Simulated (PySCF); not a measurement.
C₃H₅BF₂O, SMILES CB(O)/C(=C\F)F.

Geometry: PBE0-D3(BJ)/def2-SVP. The structure was generated by enumeration; whether it is a known compound was not checked. The values are those of a single conformer.

All values below come from TDA-PBE/def2-SVPD (PySCF 2.14.0).

Vertical excitations. Gas-phase values at a fixed geometry. State labels are in the subgroup Cs.

| state | symmetry | energy (eV) | λ (nm) | f | main pairs |
|---|---|---|---|---|---|
| S1 | A" | 5.60 | 221 | 0.000 | HOMO→LUMO+1 99 % |
| S2 | A" | 5.64 | 220 | 0.000 | HOMO−1→LUMO 98 % |
| S3 | A' | 5.67 | 219 | 0.274 | HOMO→LUMO 83 % |
| S4 | A" | 6.39 | 194 | 0.002 | HOMO→LUMO+2 91 % |
| S5 | A" | 6.46 | 192 | 0.001 | HOMO−2→LUMO 91 % |
| S6 | A" | 6.94 | 179 | 0.014 | HOMO→LUMO+3 98 % |
| S7 | A' | 7.00 | 177 | 0.023 | HOMO−1→LUMO+1 100 % |
| S8 | A" | 7.22 | 172 | 0.000 | HOMO→LUMO+5 99 % |
| S9 | A' | 7.33 | 169 | 0.086 | HOMO−3→LUMO 85 % |
| S10 | A" | 7.66 | 162 | 0.000 | HOMO−4→LUMO 94 % |
| T1 | A' | 3.49 | 355 | 0 | HOMO→LUMO 98 % |
| T2 | A" | 5.25 | 236 | 0 | HOMO−1→LUMO 99 % |
| T3 | A" | 5.57 | 223 | 0 | HOMO→LUMO+1 100 % |
| T4 | A" | 6.14 | 202 | 0 | HOMO→LUMO+2 93 % |
Triplets are in the Tamm–Dancoff approximation.
